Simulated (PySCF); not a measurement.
FOS, SMILES F[S]=O (connectivity only; charge and spin as stated), charge -1, multiplicity 1. Geometry optimised at PBE0-D3(BJ)/def2-TZVPD. The spin state was assumed, not searched. The isomer is the one that the SMILES or the coordinates give; other isomers of the formula were not compared.

All values below come from PBE0-D3(BJ)/def2-TZVPD (PySCF 2.14.0).

Harmonic wavenumbers (cm⁻¹): 329, 572, 1055. Rotational constants (GHz): 32.42, 8.459, 6.708; symmetry number 1.

**Question.** Work out the zero-point energy and the ideal-gas rigid-rotor harmonic-oscillator thermochemistry at 298.15 K and 1 atm.

**Answer.** ZPE = ½ Σ hcν = ½ × 1956 cm⁻¹ = 11.70 kJ/mol. H − E(el) = 23.17 kJ/mol. Entropy in J/(mol K): translation 161.20, rotation 94.91, vibration 7.71, total 263.81. G − E(el) = -55.49 kJ/mol. Cp = 45.94 J/(mol K).
